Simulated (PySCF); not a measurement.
## Two-photon absorption: `[C-]#[N+]/C=C/C=C/C=C/Br`, C₇H₆BrN

Geometry:
| atom | x (Å) | y (Å) | z (Å) |
| --- | --- | --- | --- |
| C1 | -4.139 | -2.448 | 1.131 |
| N2 | -3.104 | -2.201 | 0.647 |
| C3 | -1.911 | -1.925 | 0.086 |
| C4 | -1.309 | -0.730 | 0.214 |
| C5 | -0.044 | -0.430 | -0.378 |
| C6 | 0.567 | 0.766 | -0.256 |
| C7 | 1.835 | 1.065 | -0.850 |
| C8 | 2.429 | 2.254 | -0.718 |
| Br9 | 4.097 | 2.653 | -1.496 |
| H10 | -1.473 | -2.739 | -0.478 |
| H11 | -1.793 | 0.048 | 0.789 |
| H12 | 0.429 | -1.217 | -0.950 |
| H13 | 0.094 | 1.554 | 0.316 |
| H14 | 2.313 | 0.283 | -1.423 |
| H15 | 2.006 | 3.075 | -0.161 |

Method: TDDFT wB97X-D/def2-SVPD excited states, vertical, gas phase (PySCF). Geometry: GFN2-xTB.

The calculation is non-relativistic, which matters for the atoms heavier than Zn.

**Question.** How strongly do the lowest singlets absorb one photon, and two photons of half the energy?

**Answer.** δ for parallel linear polarisation; σ at the peak of a Lorentzian of half width 0.1 eV, single beam; Ω is circular over linear.
| state | E (eV) | f | photon λ (nm) | δ (au) | σ (GM) | Ω | main |
| --- | --- | --- | --- | --- | --- | --- | --- |
| S1 | 4.30 | 1.557 | 577 | 1060 | 7.19 | 0.70 | HOMO→LUMO 0.97 |
| S2 | 5.65 | 0.000 | 439 | 7.82 | 0.09 | 1.50 | HOMO→LUMO+1 0.71, HOMO−1→LUMO+1 0.18 |
| S3 | 5.97 | 0.017 | 415 | 25000 | 326.35 | 0.67 | HOMO−1→LUMO 0.92 |
| S4 | 6.01 | 0.000 | 413 | 0.16 | 0.00 | 1.25 | HOMO−2→LUMO 0.82, HOMO−2→LUMO+2 0.16 |
| S5 | 6.23 | 0.005 | 398 | 18200 | 258.42 | 0.66 | HOMO→LUMO+2 0.91 |

Among these, the strongest one-photon state is S1, the strongest two-photon state S3, with a dipole change of 3.0 D (relaxed, norm of the difference vector).
